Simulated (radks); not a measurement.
The numbers below are computed, except where a source is named.
Species: V+. Configuration: [Ar] 3d4. Level of theory: scalar-relativistic Kohn-Sham, exchange-only r2SCAN, spin-unpolarised, spherical densities, finite nucleus; meta-GGA in the generalised Kohn-Sham scheme; Fermi nuclear charge, rms radius 3.6002 fm (a radial shooting solver on a logarithmic mesh with Libxc functionals). Some entries of the table are withheld. Estimate them.

| orbital | occ. | eigenvalue (hartree) | <r^2> (bohr^2) |
|---|---|---|---|
| 1s | 2 | -198.0536 | 0.005940 |
| 2s | 2 | (1) | 0.1116 |
| 2p | 6 | -18.75691 | 0.09232 |
| 3s | 2 | (2) | 1.055 |
| 3p | 6 | (3) | 1.251 |
| 3d | 4 | -0.28619 | (4) |

Answer. 
(1) 2s eigenvalue (hartree): -22.51729
(2) 3s eigenvalue (hartree): -2.77048
(3) 3p eigenvalue (hartree): -1.76245
(4) 3d <r^2> (bohr^2): 3.427
